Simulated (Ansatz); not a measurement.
Born–Oppenheimer molecular dynamics of CH$_{9}$BNP (13 atoms, charge 0, multiplicity 1). It starts at the highest image of a converged band. Of that band: A structure lower than the first end lies on the path between it and the top, so the climb from that side starts below the end, which may itself be a saddle point or a shallow side well. Neighbouring images differ by up to 1.5 eV, so the band resolves the path poorly. A vibrational analysis at the climbing image gives one clearly imaginary mode, 1274i cm⁻¹: a first-order saddle point.

All numbers below come from RKS r2SCAN-D4/6-31G* (Ansatz 0.2.0).

| Quantity | Value |
| --- | --- |
| ensemble | NVE (velocity Verlet) |
| time step | 0.5 fs |
| steps asked | 200 |
| starting velocities drawn for | 300 K |
| seed | 7638 |

First frame:

```xyz
13
Properties=species:S:1:pos:R:3
B -0.050 0.145 0.197
N -0.027 -0.288 1.686
H -0.791 -0.834 2.065
H 0.864 -0.478 2.130
C 1.363 0.142 -0.520
H 1.670 -0.906 -0.669
H 1.349 0.623 -1.504
H 2.154 0.622 0.076
H -1.056 -0.184 -0.374
P -0.540 2.383 0.366
H -1.660 2.586 1.226
H 0.405 2.998 1.240
H -0.298 1.050 1.446
```

(1) How far do the bonds stretch over the last three quarters of this one trajectory? (Pairs bonded in most of those frames.)

Results:

(1) 
```
   bond  mean (Å)  spread (Å)  shortest  longest
  B1–N2     1.834       0.114      1.66     2.00
  B1–C5     1.611       0.033      1.54     1.66
  B1–H9     1.220       0.031      1.17     1.28
 B1–P10     2.009       0.113      1.86     2.21
  N2–H3     1.028       0.023      0.99     1.07
  N2–H4     1.031       0.033      0.98     1.09
 N2–H13     1.041       0.062      0.93     1.14
  C5–H6     1.104       0.007      1.09     1.13
  C5–H7     1.101       0.006      1.09     1.12
  C5–H8     1.104       0.020      1.07     1.14
P10–H11     1.432       0.011      1.41     1.46
P10–H12     1.436       0.017      1.41     1.46
```

Mean temperature of the second half: 690 K. The conserved energy stayed within 0.31 meV per atom of its start (net change -0.034 meV per atom), so the integration is sound. The kinetic energy rose, since the run started high on the potential surface and went downhill. A run of 0.1 ps of so small a system gives no equilibrium averages. The orbitals stay closed-shell, which can raise the energy where a bond breaks towards radicals; this wasn't checked here.

Run time: 4.5 min on 2 threads of Intel(R) Xeon(R) 6975P-C (Granite Rapids), with other jobs on the host, peak memory 0.16 GiB.
